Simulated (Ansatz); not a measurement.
GaCl3, relaxed as a quintet with UKS PBE0-D4/def2-SVP in Ansatz, starting from the PBE0-D4/def2-SVP geometry of the neutral singlet. Force threshold 0.02 eV/Å.

In the quintet, Cl2 and Cl3 lie 2.68 Å apart (atoms count from 1), so these atoms are partly bonded to each other. At PBE0-D4/def2-SVP a singlet of charge 0 lies 8.78 eV below the quintet, each at its own geometry. The structure comes from a short search, and lower isomers may exist.

Start:

```xyz
4

Ga    0.0004    0.0002    0.0002
Cl    2.1094    0.2211   -0.0268
Cl   -1.1007    0.1097   -1.8096
Cl   -1.0091   -0.3309    1.8361
```

```tsv
step	energy (eV)	largest force component (eV/Å)	SCF passes
1	-89901.2582	4.079	134
2	-89903.0013	1.407	70
3	-89903.4152	0.196	112
4	-89903.4273	0.011	137
5	-89903.4274	0.015	124
6	-89903.4274	0.021	67
7	-89903.4289	0.069	70
8	-89903.4323	0.123	71
9	-89903.5191	0.291	170
10	-89903.5676	0.198	303
11	-89903.6971	0.419	166
12	-89903.8671	0.581	145
13	-89904.0584	0.707	135
14	-89904.1762	0.233	76
15	-89904.1916	0.194	79
16	-89904.2058	0.086	125
17	-89904.2099	0.102	123
18	-89904.2104	0.093	75
19	-89904.2145	0.063	73
20	-89904.2287	0.036	124
21	-89904.2331	0.064	74
22	-89904.2467	0.152	77
23	-89904.2491	0.279	133
24	-89904.2507	0.203	138
25	-89904.2548	0.045	80
26	-89904.2551	0.002	71
```

Force components are those of the run's own axes.

End:

Cartesian coordinates in Å:
```
Ga -0.730 -0.076 -0.146
Cl 1.598 0.231 -0.221
Cl 0.003 0.278 -2.379
Cl -0.871 -0.433 2.746
```

Bonds lost: Ga1–Cl4 (atoms count from 1).

The force fell under the threshold at step 4, but the optimiser went on and released 0.828 eV more. No frequencies were taken in this run, so the end may be a saddle point.

Hardware: 4 threads of Arm Neoverse V1 on a shared host. Wall time 2.1 min.
